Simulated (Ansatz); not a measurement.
CH₆FGaN₂, SMILES `C[NH][Ga]([NH2])[F]` at its PBE0-D4/def2-TZVP geometry, where that method's forces vanish. Charge 0, multiplicity 1.

```xyz
11

C    -1.2783    0.4750    1.1016
N    -0.4353    1.0175    0.0634
Ga    0.8467    0.1625   -0.8669
N     1.4275   -1.5384   -0.6642
F     1.7065    1.1395   -2.0493
H    -2.3410    0.4883    0.8298
H    -1.1684    1.0148    2.0499
H    -1.0129   -0.5662    1.2996
H    -0.6132    1.9843   -0.1519
H     0.8486   -2.2417   -0.2373
H     2.0198   -1.9356   -1.3748
```

**Question.** What forces (eV/Å) does PBE-D4/def2-TZVPP give on these atoms in Ansatz 0.2.0? (Estimate.)

**Answer.** Ansatz gave: 
```
C1  -0.037 -0.040  0.049
N2   0.004 -0.024  0.032
Ga3 -0.137 -0.147  0.091
N4   0.136  0.054  0.170
F5   0.273  0.305 -0.358
H6  -0.234 -0.004 -0.041
H7   0.011  0.106  0.213
H8   0.044 -0.207  0.047
H9  -0.045  0.339 -0.092
H10 -0.205 -0.244  0.136
H11  0.190 -0.137 -0.246
```
